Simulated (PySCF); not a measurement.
**Polarisability and C₆ of Dy⁶⁰⁺ (dysprosium, charge +60)**

[He] 2s2 2p2, high-spin 3P determinant. Calculation: PySCF 2.14, in an uncontracted even-tempered set (19 s from 37 bohr⁻², ratio 2.2; 13 p from 48 bohr⁻², ratio 2.2; 5 d from 180 bohr⁻², ratio 2.4; 5 f from 270 bohr⁻², ratio 2.4; 4 g from 400 bohr⁻², ratio 2.4); scalar relativity by spin-free X2C-1e. Coupled (time-dependent) response in atomic units; α is the mean over directions.

```tsv
method	mean α (bohr³)	α xx, yy, zz	C₆ (like pair)	S(−4)
UHF	0.0001789	0.0002413, 0.0001477, 0.0001477	1.096e-06	1.453e-07
PBE0	0.0001776	0.0002405, 0.0001461, 0.0001461	1.084e-06	1.436e-07
```

S(−4) is the Cauchy moment in α(ω) = α(0) + S(−4) ω² + …

Spin-orbit coupling is absent.

α(iu) at PBE0:

| u (hartree) | α(iu) (bohr³) |
| --- | --- |
| 0 | 0.0001776 |
| 5.00 | 0.0001741 |
| 10.0 | 0.0001644 |
| 20.0 | 0.0001358 |
| 30.0 | 0.0001074 |
| 40.0 | 8.542e-05 |
| 50.0 | 6.977e-05 |
| 75.0 | 4.778e-05 |
| 100 | 3.740e-05 |
| 150 | 2.783e-05 |
| 250 | 1.949e-05 |

A single London oscillator, α(iu) = α/(1 + u²/ω²), gives C₆ = (3/4) ω α². Matching the computed C₆ needs ω = 4 × 1.084e-06 / (3 × 0.0001776²) = 45.8 hartree.

For an ion, C₆ is the dispersion term alone; charge-induced terms of lower order in 1/R come first.

The components differ because the open shell of this determinant is not spherical; for a pure term their mean is the scalar polarisability.

Spin-orbit coupling is strong in this species (close to jj coupling), so the high-spin LS determinant is a model state, not a physical level.
